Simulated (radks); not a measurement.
P2+, 13 electrons, occupied as [Ne] 3p3 (not the ground configuration). Calculated with a radial shooting solver on a logarithmic mesh with Libxc functionals: scalar-relativistic Kohn-Sham, PBE, spin-polarised, spherical densities, point nucleus; open shells are filled with parallel spins first.

Unscreened Slater integrals over Kohn-Sham orbitals (hartree). They are taken over the spin-up orbitals.

integral      value
F0(3p,3p)   0.47046
F2(3p,3p)   0.24222
F0(3p,2p)   0.63498
F2(3p,2p)   0.10988
G0(3p,2p)  0.045487
G2(3p,2p)  0.044826
F0(3p,2s)   0.62825
G1(3p,2s)  0.035244
F0(3p,1s)   0.69551
G1(3p,1s)  0.033208
F0(2p,2p)    1.8983
F2(2p,2p)   0.87469
F0(2p,2s)    1.8071
G1(2p,2s)    1.0747
F0(2p,1s)    2.6663
G1(2p,1s)   0.37269
F0(2s,2s)    1.7474
F0(2s,1s)    2.4700
G0(2s,1s)   0.20196
F0(1s,1s)    9.0866

Derived for the open shells (J is the average intra-shell exchange parameter used in DFT+U). 3p: J = F2/5 = 0.04844 hartree.
